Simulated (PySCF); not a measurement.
CuF, SMILES [Cu][F], multiplicity 1. Geometry optimised at PBE0-D3(BJ)/def2-TZVPD. The multiplicity is an assumed one; other spin states were not compared.

Q: Give the equilibrium geometry at PBE0-D3(BJ)/def2-TZVPD (PySCF confirms it by a frequency run) as a Z-matrix, and its point group. (The exact figures need the calculation; the answer reports its results.)

A: point group C∞v.
```
Cu
F 1 1.7645
```
Charge 0, spin multiplicity 1.
